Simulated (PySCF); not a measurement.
**State search for SnO**

Unrestricted PBE0; Sn def2-TZVPPD with ECP28, O def2-TZVPPD; scalar-relativistic core potentials (PySCF 2.14). Outer shells of the fragments: Sn 4d10 5s2 5p2; O 2s2 2p4.

Followed along the bond (rough minima from three points):

| 2Ms+1 | unpaired | ⟨S²⟩ at the start | R at minimum (Å) | Te (eV) |
| --- | --- | --- | --- | --- |
| 1 | none | 0.00 | 1.82 | 0.00 |
| 3 | π ↑↑ | 2.01 | none in the scan | ≤ 2.29 |
| 5 | σ ↑, π ↑↑↑ | 6.01 | none in the scan | ≤ 5.38 |

Solutions found at the starting distance of 1.950 Å, counted from the lowest of them; the search is not exhaustive and high or unbound solutions are not listed, so other states can lie among these:

```tsv
2Ms+1	unpaired	term	E (eV)	⟨S²⟩	⟨Lz²⟩	μ (D)
1	none	¹Σ⁺	0.00	0.00	0.00	-5.01
3	π ↑↑	mixed	2.07	2.01	2.01	-1.78
3	π ↑↑	mixed	2.31	2.01	2.01	-1.80
1	π ↑↓	mixed	2.36	1.01	2.02	-1.82
3	σ ↑, π ↑	³Π	2.54	2.01	1.01	-3.29
1	σ ↓, π ↑	mixed	2.72	1.02	1.01	-3.13
```

A term symbol is given only where ⟨S²⟩ and ⟨Lz²⟩ are close to those of a pure state; real π, δ and φ orbitals otherwise mix terms. A positive dipole means Sn(−)O(+).

Spin–orbit coupling is left out. Counting both spins, an empty level lies below a filled one in some of these solutions, because spin and occupation are held.
